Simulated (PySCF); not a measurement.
C4H6O2, SMILES O=CC1COC1. Atoms are numbered in the order given.

```xyz
12

O      2.4830    -0.0478     0.0000
C      1.3527     0.3626     0.0000
C      0.1226    -0.5076     0.0000
C     -0.9544    -0.0896     1.0260
O     -1.8431     0.3539     0.0000
C     -0.9544    -0.0896    -1.0260
H      1.1359     1.4651     0.0000
H      0.4197    -1.5650     0.0000
H     -0.6692     0.7247     1.7168
H     -1.3682    -0.9265     1.6150
H     -0.6692     0.7247    -1.7168
H     -1.3682    -0.9265    -1.6150
```

Geometry: ωB97X-D3(BJ)/def2-SVP. The values are those of a single conformer.

Level of theory: ωB97X-D3(BJ)/def2-SVP (PySCF).

Frequencies are harmonic and unscaled.

| mode | ν (cm⁻¹) | IR (km/mol) | Raman (Å⁴/amu) | depolarisation | moving atoms (share of kinetic energy) |
|---|---|---|---|---|---|
| 1 | 66 | 11.3 | 0.2 | 0.74 | O 56 %, C 23 %, H 21 % |
| 2 | 82 | 10.5 | 2.4 | 0.75 | O 42 %, C 38 %, H 19 % |
| 3 | 328 | 4.2 | 0.4 | 0.46 | C 49 %, H 40 %, O 12 % |
| 4 | 334 | 0.0 | 3.1 | 0.75 | C 53 %, H 47 % |
| 5 | 471 | 8.6 | 5.0 | 0.38 | O 58 %, C 34 % |
| 6 | 845 | 6.1 | 4.1 | 0.64 | C 55 %, O 28 %, H 16 % |
| 7 | 880 | 13.3 | 3.9 | 0.17 | H 55 %, C 42 % |
| 8 | 895 | 0.6 | 2.9 | 0.75 | H 75 %, C 25 % |
| 9 | 954 | 2.3 | 6.5 | 0.75 | C 54 %, H 45 % |
| 10 | 1009 | 48.6 | 2.1 | 0.70 | C 49 %, H 31 %, O 20 % |
| 11 | 1103 | 0.9 | 2.7 | 0.75 | C 51 %, H 48 % |
| 12 | 1107 | 1.5 | 16.5 | 0.21 | C 54 %, H 30 %, O 16 % |
| 13 | 1121 | 104.6 | 2.6 | 0.75 | C 51 %, O 47 % |
| 14 | 1171 | 14.9 | 5.1 | 0.74 | H 62 %, C 30 % |
| 15 | 1182 | 0.1 | 2.5 | 0.75 | H 94 % |
| 16 | 1203 | 11.1 | 9.3 | 0.64 | H 65 %, C 31 % |
| 17 | 1255 | 8.9 | 5.2 | 0.75 | H 65 %, C 35 % |
| 18 | 1324 | 0.3 | 4.0 | 0.75 | H 76 %, C 21 % |
| 19 | 1326 | 2.6 | 3.7 | 0.75 | H 57 %, C 42 % |
| 20 | 1405 | 11.9 | 2.8 | 0.06 | H 63 %, C 34 % |
| 21 | 1432 | 6.8 | 5.6 | 0.74 | H 74 %, C 18 %, O 8 % |
| 22 | 1506 | 0.2 | 0.3 | 0.75 | H 93 % |
| 23 | 1533 | 1.9 | 21.4 | 0.70 | H 89 %, C 11 % |
| 24 | 1898 | 214.4 | 16.9 | 0.54 | C 61 %, O 37 % |
| 25 | 2917 | 79.4 | 96.0 | 0.26 | H 92 % |
| 26 | 3054 | 102.4 | 5.4 | 0.75 | H 95 % |
| 27 | 3064 | 1.5 | 242.6 | 0.08 | H 94 % |
| 28 | 3118 | 0.8 | 156.4 | 0.75 | H 90 %, C 10 % |
| 29 | 3119 | 56.9 | 19.5 | 0.55 | H 90 %, C 10 % |
| 30 | 3163 | 7.8 | 72.8 | 0.23 | H 92 %, C 8 % |
